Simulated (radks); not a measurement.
Values are calculated unless marked as measured or tabulated.
Radial electron density D(r) = 4 pi r^2 rho(r) of an atom or ion with 38 electrons. Level of theory: scalar-relativistic Kohn-Sham, exchange-only PBE, spin-polarised, spherical densities, finite nucleus; Fermi nuclear charge, rms radius of each element as measured or else 0.836 A^(1/3) + 0.57 fm (a radial shooting solver on a logarithmic mesh with Libxc functionals).

```
   r/bohr * D(r) (the largest magnitude, 57.2, reaches the edge; | marks zero)
 0.003741 |     *
  0.00432 |      *
  0.00503 |        *
 0.005809 |          *
 0.006762 |             *
  0.00781 |                *
 0.009092 |                    *
   0.0105 |                        *
  0.01222 |                            *
  0.01412 |                                 *
  0.01643 |                                     *
  0.01898 |                                        *
   0.0221 |                                           *
  0.02552 |                                             *
  0.02971 |                                             *
  0.03431 |                                           *
  0.03994 |                                         *
  0.04613 |                                       *
   0.0537 |                                     *
  0.06201 |                                      *
  0.07219 |                                        *
  0.08338 |                                             *
  0.09706 |                                                  *
   0.1121 |                                                      *
   0.1305 |                                                      *
   0.1507 |                                                  *
   0.1755 |                                           *
   0.2026 |                                    *
   0.2359 |                                *
   0.2724 |                                *
   0.3171 |                                   *
   0.3663 |                                      *
   0.4264 |                                      *
   0.4924 |                                  *
   0.5733 |                          *
   0.6621 |                 *
   0.7708 |           *
   0.8901 |        *
    1.036 |       *
    1.197 |      *
    1.393 |     *
    1.609 |    *
    1.873 |   *
    2.163 | *
    2.518 |*
    2.908 |*
    3.386 |*
     3.91 |*
    4.552 *
    5.257 *
     6.12 *
    7.068 *
    8.229 *
    9.503 *
    11.06 *
    12.78 *
    14.87 *
```

What is the nuclear charge?

Answer. Z = 38. The innermost maximum, from 1s, lies near gamma/Z bohr with gamma = sqrt(1 - (Z/c)^2) = 0.961, here 0.0253 bohr (found: 0.0274), and its height grows with Z. The density is that of neutral strontium in [Kr] 5s2; the configuration itself is not fixed sharply by these data, and Z only to a few units. D(r) has 3 maxima, at r = 0.0274, 0.122, 0.397 bohr, and minima at 0.0563, 0.254 bohr, inside which lie 2.06, 11.06 electrons.
